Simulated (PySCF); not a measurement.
C7H4FNO.
Atom-mapped SMILES: `[F:1][c:2]1[cH:3][cH:4][cH:5][c:6]2[cH:7][n:8][o:9][c:10]12`

Cartesian coordinates in Å at the GFN2-xTB level; atoms count from 1:
```xyz
14
C7H4FNO angstrom
F     -0.7795    2.7941    0.2077
C     -0.6458    1.4619    0.1070
C     -1.7576    0.6524    0.0405
C     -1.6329   -0.7365   -0.0640
C     -0.4018   -1.3483   -0.1045
C      0.7294   -0.5353   -0.0390
C      2.1454   -0.7180   -0.0481
N      2.7585    0.4175    0.0406
O      1.8372    1.4154    0.1134
C      0.6113    0.8660    0.0675
H     -2.7326    1.1119    0.0702
H     -2.5312   -1.3321   -0.1126
H     -0.3038   -2.4190   -0.1848
H      2.7025   -1.6304   -0.1162
```

NICS is the negative of the GIAO shielding at a point without a nucleus: at the ring centre (0) and 1 Å above and below it (1); zz is the component along the ring normal. Level: GIAO PBE0/pcSseg-1 (PySCF, non-relativistic, gas phase) on the GFN2-xTB geometry, one conformer.

Ring bond lengths (Å), with Mayer bond orders in brackets: C2–C3 1.377 (1.50), C3–C4 1.398 (1.36), C4–C5 1.375 (1.50), C5–C6 1.395 (1.28), C6–C10 1.410 (1.24), C10–C2 1.392 (1.32); C6–C7 1.428 (1.18), C7–N8 1.294 (1.68), N8–O9 1.360 (1.01), O9–C10 1.344 (0.98), C10–C6 1.410 (1.24).

Give the NICS values of each ring in ppm.

```json
{"ring": "C2–C3–C4–C5–C6–C10", "type": "6-membered carbocycle; formal bonds all aromatic", "NICS(0)": "-12.3", "NICS(1), two faces": "-12.4 / -12.4", "NICS(1)zz, two faces": "-29.8 / -29.8", "rms pucker (Å)": "0.00", "centre to ring atoms, mean (Å)": "1.39"}
{"ring": "C6–C7–N8–O9–C10", "type": "5-membered ring with N and O; formal bonds all aromatic", "NICS(0)": "-11.4", "NICS(1), two faces": "-10.9 / -10.9", "NICS(1)zz, two faces": "-26.3 / -26.3", "rms pucker (Å)": "0.00", "centre to ring atoms, mean (Å)": "1.16"}
```

What do they say, and how far can they be read as aromaticity?

- C2–C3–C4–C5–C6–C10: mean NICS(1)zz -29.8 ppm, shielded, aromatic by this magnetic criterion (flat ring, no four-coordinate atom), though in fused rings the probe also feels the neighbouring ring.
- C6–C7–N8–O9–C10: mean NICS(1)zz -26.3 ppm, shielded. The ring is flat and has no four-coordinate atom; by the NICS criterion it is aromatic, though in fused rings the probe also feels the neighbouring ring.

What does the geometric index give? Use HOMA with the parameters of Krygowski (1993).

- C2–C3–C4–C5–C6–C10: HOMA 0.96 = 1 − EN − GEO, with mean bond length 1.391 Å, EN = α(Ropt − mean)² = 0.003 and GEO = α × variance = 0.038. The geometric and the magnetic index point the same way.
- C6–C7–N8–O9–C10: HOMA 0.52; the largest term is that of O9–C10, α(R − Ropt)² = 0.99.

What is the mean of the two in-plane components of NICS at the first NICS(1) probe listed for ring C6–C7–N8–O9–C10, 1 Å off the ring?

The isotropic value is a third of the trace: (3 × -10.9 − (-26.3))/2 = -3.2 ppm.

Give the inner angles of the rings and the Hirshfeld charges of the ring atoms.

- C2–C3–C4–C5–C6–C10: C2 118.4° (+0.084 e), C3 121.0° (-0.060 e), C4 121.6° (-0.047 e), C5 117.7° (-0.049 e), C6 121.0° (-0.031 e), C10 120.2° (+0.050 e); sum 720.0° against 720° for a flat convex ring.
- C6–C7–N8–O9–C10: C6 102.2° (-0.031 e), C7 110.9° (+0.001 e), N8 109.1° (-0.093 e), O9 108.4° (-0.034 e), C10 109.4° (+0.050 e); sum 540.0° against 540° for a flat convex ring.

What are the shieldings of the ring atoms and their hydrogens in the same run (means over atoms taken as equivalent)?

```json
{"atoms": "C2", "environment": "aromatic C–F carbon", "σ isotropic (ppm)": "30.2", "principal values of the symmetric part, first atom (ppm)": "-27.0, 31.6, 86.0"}
{"atoms": "C3", "environment": "aromatic CH carbon", "σ isotropic (ppm)": "66.2", "principal values of the symmetric part, first atom (ppm)": "-19.1, 51.7, 165.9"}
{"atoms": "C4", "environment": "aromatic CH carbon", "σ isotropic (ppm)": "57.3", "principal values of the symmetric part, first atom (ppm)": "-46.4, 43.8, 174.4"}
{"atoms": "C5", "environment": "aromatic CH carbon", "σ isotropic (ppm)": "65.1", "principal values of the symmetric part, first atom (ppm)": "-28.8, 45.8, 178.5"}
{"atoms": "C6", "environment": "ring-fusion aromatic carbon", "σ isotropic (ppm)": "53.3", "principal values of the symmetric part, first atom (ppm)": "-12.5, 23.7, 148.9"}
{"atoms": "C7", "environment": "aromatic CH next to a ring nitrogen", "σ isotropic (ppm)": "37.5", "principal values of the symmetric part, first atom (ppm)": "-71.2, 56.1, 127.6"}
{"atoms": "N8", "environment": "pyridine-type nitrogen", "σ isotropic (ppm)": "-160.0", "principal values of the symmetric part, first atom (ppm)": "-418.0, -119.9, 57.8"}
{"atoms": "O9", "environment": "ring oxygen", "σ isotropic (ppm)": "-15.2", "principal values of the symmetric part, first atom (ppm)": "-138.2, -59.3, 152.1"}
{"atoms": "C10", "environment": "ring-fusion aromatic carbon", "σ isotropic (ppm)": "28.5", "principal values of the symmetric part, first atom (ppm)": "-18.6, -15.0, 119.2"}
{"atoms": "H11", "environment": "aromatic hydrogen", "σ isotropic (ppm)": "24.12", "principal values of the symmetric part, first atom (ppm)": "20.0, 25.0, 27.4"}
{"atoms": "H12", "environment": "aromatic hydrogen", "σ isotropic (ppm)": "24.11", "principal values of the symmetric part, first atom (ppm)": "19.9, 25.6, 26.8"}
{"atoms": "H13", "environment": "aromatic hydrogen", "σ isotropic (ppm)": "23.90", "principal values of the symmetric part, first atom (ppm)": "19.3, 25.5, 26.9"}
{"atoms": "H14", "environment": "aromatic hydrogen", "σ isotropic (ppm)": "22.97", "principal values of the symmetric part, first atom (ppm)": "20.4, 22.6, 25.8"}
```

Time: 35 s wall (with the writing of density and orbital grids); peak memory 0.97 GiB. Hardware: Intel Xeon Platinum 8488C, one thread, no GPU, shared host with 192 logical CPUs at a one-minute load of 39. This is the whole shielding run at PBE0/pcSseg-1, SCF included.
